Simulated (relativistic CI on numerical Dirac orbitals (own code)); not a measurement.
**Hg LVIII: q coefficients and field-shift factors**

Method of calculation: Dirac-Coulomb-Breit CI, orbitals from a KLI potential per configuration, derivatives by finite differences, unscaled Slater integrals, QED left out (own radial code, finite nucleus).

Configurations in the expansion (outside the closed core [Ne]): 3s2 3p6 3d5, 3s2 3p5 3d6, 3s2 3p4 3d7, 3s 3p6 3d6, 3p6 3d7, 3s 3p5 3d7, 3s2 3p6 3d4 4s, 3s2 3p6 3d3 4s2. Levels of other configurations are missing.

With x = (α/α₀)² − 1 an excitation energy changes as ω = ω₀ + qx; K = 2q/ω₀ is the relative enhancement. Terms are leading LS components, so labels can repeat. The field-shift factor is F = δν/δ⟨r²⟩ for the transition from the lowest level.

Lowest level 3s2 3p6 3d5 2D_5/2.

```tsv
Level	ω₀ (cm⁻¹)	q (cm⁻¹)	F (GHz/fm²)
3s2 3p6 3d5 6S_5/2	715863	847900	29.2
3s2 3p6 3d5 4G_7/2	819171	831500	29.3
3s2 3p6 3d5 2H_11/2	829740	814700	30
3s2 3p6 3d5 4D_3/2	837050	845100	28.9
3s2 3p6 3d5 2G_9/2	883559	832300	30
3s2 3p6 3d5 2D_5/2	919187	845700	29.9
3s2 3p6 3d5 4P_1/2	958443	878000	30
3s2 3p6 3d5 2F_7/2	958752	838600	29.5
3s2 3p6 3d5 2D_3/2	1121008	887100	32.6
3s2 3p6 3d5 6S_5/2	1522610	1.68e+06	57.5
3s2 3p6 3d5 4D_7/2	1604743	1.681e+06	57.8
3s2 3p6 3d5 4G_11/2	1606959	1.663e+06	58.9
3s2 3p6 3d5 4G_9/2	1625218	1.669e+06	58.1
3s2 3p6 3d5 2I_13/2	1651580	1.649e+06	59.4
3s2 3p6 3d5 4D_1/2	1673562	1.698e+06	58.1
3s2 3p6 3d5 4P_3/2	1680565	1.694e+06	58.8
3s2 3p6 3d5 2F_5/2	1691677	1.682e+06	58.1
3s2 3p6 3d5 2H_9/2	1737235	1.677e+06	59.7
3s2 3p6 3d5 2G_7/2	1761386	1.673e+06	58.3
3s2 3p6 3d5 4F_5/2	1781368	1.692e+06	59.7
3s2 3p6 3d5 2D_3/2	1782905	1.671e+06	56.6
3s2 3p6 3d5 2G_7/2	1839954	1.683e+06	59.8
3s2 3p6 3d5 4P_1/2	1840674	1.691e+06	58.6
```

At this charge energies of transitions that change n are usually good to better than 1 %, and those within a shell (Δn = 0) to a few per cent.

Q: Which transition from the lowest level has the largest |K|?

A: 3s2 3p6 3d5 6S_5/2 at 715863 cm⁻¹, K = 2.37.
